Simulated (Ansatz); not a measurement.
`C[SiH](C)[SiH2]F`, relaxed with RKS PBE0-D4/def2-TZVP in the Gaussian-basis code of Ansatz from a PBE-D4/def2-SVP geometry. The force threshold is 0.005 eV/Å; the program also tests the step.

The species carries charge 0 and has multiplicity 1.

Start:

```xyz
14

C     0.057   -1.857   -0.127
Si    0.073   -0.015   -0.574
C    -1.674    0.723   -0.578
Si    1.422    1.114    0.990
F     2.884    0.344    1.060
H     1.093   -2.250   -0.074
H    -0.422   -2.022    0.860
H    -0.498   -2.448   -0.884
H     0.696    0.163   -1.939
H    -2.149    0.634    0.420
H    -2.315    0.188   -1.309
H    -1.661    1.795   -0.859
H     1.675    2.560    0.641
H     0.820    1.070    2.374
```

```json
{"step": "1", "energy (eV)": "-20685.8516", "largest force (eV/Å)": "0.966", "largest move (Å)": "0.000"}
{"step": "2", "energy (eV)": "-20685.9090", "largest force (eV/Å)": "0.571", "largest move (Å)": "0.053"}
{"step": "3", "energy (eV)": "-20685.9210", "largest force (eV/Å)": "0.237", "largest move (Å)": "0.036"}
{"step": "4", "energy (eV)": "-20685.9230", "largest force (eV/Å)": "0.034", "largest move (Å)": "0.038"}
{"step": "5", "energy (eV)": "-20685.9239", "largest force (eV/Å)": "0.017", "largest move (Å)": "0.031"}
{"step": "6", "energy (eV)": "-20685.9240", "largest force (eV/Å)": "0.015", "largest move (Å)": "0.018"}
{"step": "7", "energy (eV)": "-20685.9240", "largest force (eV/Å)": "0.005", "largest move (Å)": "0.006"}
{"step": "8", "energy (eV)": "-20685.9241", "largest force (eV/Å)": "0.001", "largest move (Å)": "0.003"}
{"step": "9", "energy (eV)": "-20685.9241", "largest force (eV/Å)": "0.002", "largest move (Å)": "0.007"}
```

End:

```xyz
14

C     0.035   -1.864   -0.136
Si    0.087   -0.039   -0.565
C    -1.633    0.715   -0.570
Si    1.413    1.117    0.989
F     2.880    0.455    1.068
H     1.039   -2.292   -0.125
H    -0.411   -2.022    0.849
H    -0.560   -2.415   -0.870
H     0.704    0.135   -1.913
H    -2.104    0.626    0.412
H    -2.270    0.203   -1.296
H    -1.604    1.773   -0.837
H     1.591    2.552    0.634
H     0.832    1.056    2.360
```

Run time 27 s (4 threads of an Intel Xeon 6975P-C on a shared host); peak host memory 0.65 GiB.
